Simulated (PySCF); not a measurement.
Compound: C₅H₈NOSi (doublet state).
Geometry (GFN2-xTB, Å), atoms numbered from 1 in this order:
```
atom  x, y, z in Å
N1    -1.502    2.134    1.988
C2    -0.876    1.800    1.088
C3    -0.156    1.296   -0.046
C4    -1.108    0.452   -0.812
C5    -1.155   -0.978   -0.437
C6     0.278   -1.467   -0.149
Si7    1.206    0.061    0.511
O8     2.524    0.492   -0.341
H9     0.223    2.145   -0.622
H10   -1.828    0.890   -1.479
H11   -1.752   -1.105    0.479
H12   -1.639   -1.573   -1.215
H13    0.262   -2.319    0.527
H14    0.730   -1.811   -1.081
H15    1.473    0.035    1.947
H16    3.312   -0.043   -0.370
```

The hyperfine couplings belong to this conformer and change with its torsions.

The species is `N#C[C@@H]1[CH]CC[Si@H]1O` [radical].

Computed, not measured: UKS B3LYP, pcH-1 on C H N O Si, non-relativistic, mean-field spin-orbit, GIAO (PySCF). Geometry: GFN2-xTB, one conformer, isolated molecule. Couplings are sensitive to structure, and on GFN2-xTB geometries they can be far from those on DFT ones. Stability of the SCF solution: not tested.

(1) Break the g tensor into its mass correction, gauge correction and orbital-Zeeman/spin–orbit terms.

(2) What are the electron Larmor frequencies g μB B/h along the three axes at 3350 mT?

(3) Average each term over the three axes. Which is largest in size?

(4) What effective moment and Curie constant follow for a powder?

(5) In a frozen sample, at which fields do the three g values resonate at 9.5, 34, 94 and 263 GHz (hyperfine left aside), and which band first spreads them over more than twice a line width of 0.5 mT?

Answers

(1) 
```csv
Δg (ppm),1,2,3
relativistic mass correction,-151,-151,-151
gauge correction,6,32,27
orbital Zeeman/spin–orbit,-165,587,735
total,-310,469,611
```

So g = 2.00201, 2.00279, 2.00293 and g_iso = 2.00258; the tensor is rhombic: the two nearest values differ by 15 % of g3 − g1. Axes: g3 points within 8° of the C4–H10 bond.

(2) 93.8690, 93.9056, 93.9123 GHz for g1, g2 and g3, a range of 43.2 MHz.

(3) The orbital-Zeeman/spin–orbit term 386, the mass correction -151 and the gauge correction 22 ppm, for a total of 257 ppm. The orbital-Zeeman/spin–orbit term is the largest in size. The mass correction is the same along every axis, so the anisotropy comes from the other two: their spans along these axes are 26 (gauge) and 900 ppm (orbital Zeeman/spin–orbit).

(4) With the mean of g² = 4.0103 and S(S+1) = 0.75: μ_eff = √(⟨g²⟩S(S+1)) = 1.734 μB and χT = 0.12505·⟨g²⟩·S(S+1) = 0.376 cm³ K/mol (cgs; spin-Hamiltonian part alone).

(5) 
| band | GHz | B(g3) mT | B(g2) mT | B(g1) mT | spread mT |
| --- | --- | --- | --- | --- | --- |
| X | 9.5 | 338.88 | 338.90 | 339.04 | 0.16 |
| Q | 34.0 | 1212.83 | 1212.92 | 1213.39 | 0.56 |
| W | 94.0 | 3353.13 | 3353.37 | 3354.67 | 1.54 |
| J | 263.0 | 9381.63 | 9382.30 | 9385.95 | 4.32 |

The spread grows in proportion to the frequency. W band is the first where it exceeds 1.0 mT.

The Mulliken spin populations are largest on C4 (+1.01), C5 (-0.08), H11 (+0.07) and C3 (-0.07). C4 is the only atom above +0.15. The positive populations add up to 1.19 and the negative ones to -0.19, together 2S = 1. The angles at C4 add up to 359.3°, so it is planar; its axial dipolar tensor and the negative coupling of its proton fit spin in a p orbital normal to that plane.

The HOMO–LUMO gaps are 5.79 eV among the α and 5.96 eV among the β orbitals.
